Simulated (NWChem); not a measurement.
# disiloxane (Si$_{2}$H$_{6}$O); SMILES [SiH3]O[SiH3]

```xyz
9

Si    -1.5812     0.0000    -0.0820
O      0.0000     0.0000     0.4666
Si     1.5812     0.0000    -0.0820
H     -1.8510    -1.2243    -0.9167
H     -2.4851     0.0000     1.1150
H     -1.8510     1.2243    -0.9167
H      1.8510     1.2243    -0.9167
H      1.8510    -1.2243    -0.9167
H      2.4851     0.0000     1.1150
```
Atoms are numbered in this order, from 1.

Program: NWChem. Coordinates come from a PBE-D3(BJ)/def2-SVP optimisation. Ions are spin-unrestricted doublets at the neutral geometry; other ion states weren't tried.

For level PBE/3-21G:

```
Property       Result
-------------  ------
−ε(HOMO) (eV)    6.64
```

Problem. What are these values for level PBE/pcseg-1?

Solution. 
* **−ε(HOMO) (eV)**: 7.20
